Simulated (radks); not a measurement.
Q: All-electron atom: Pm XXXVI in [Ar] 3d8. Calculated with a radial shooting solver on a logarithmic mesh with Libxc functionals: scalar-relativistic Kohn-Sham, LB94 model potential, spin-polarised, spherical densities, finite nucleus; open shells are filled with parallel spins first (spin-orbit coupling, left out, can overturn this in heavy ions); Fermi nuclear charge, rms radius 4.962 fm. Some entries of the table are withheld. Estimate them.

orbital  occ.  eigenvalue (eV)  <1/r> (bohr^-1)
1s down     1        -46760.65            67.49
1s up       1        -46760.43            67.49
2s up       1        -8888.282            15.66
2s down     1        -8887.614            15.67
2p up       3              (1)              (2)
2p down     3              (3)              (4)
3s up       1        -3010.687            5.880
3s down     1        -3003.346            5.872
3p up       3        -2767.032            5.581
3p down     3        -2759.621            5.574
3d up       5              (5)            5.329
3d down     3              (6)            5.329

A: 
(1) 2p up eigenvalue (eV): -8113.441
(2) 2p up <1/r> (bohr^-1): 14.74
(3) 2p down eigenvalue (eV): -8113.284
(4) 2p down <1/r> (bohr^-1): 14.75
(5) 3d up eigenvalue (eV): -2449.890
(6) 3d down eigenvalue (eV): -2442.539
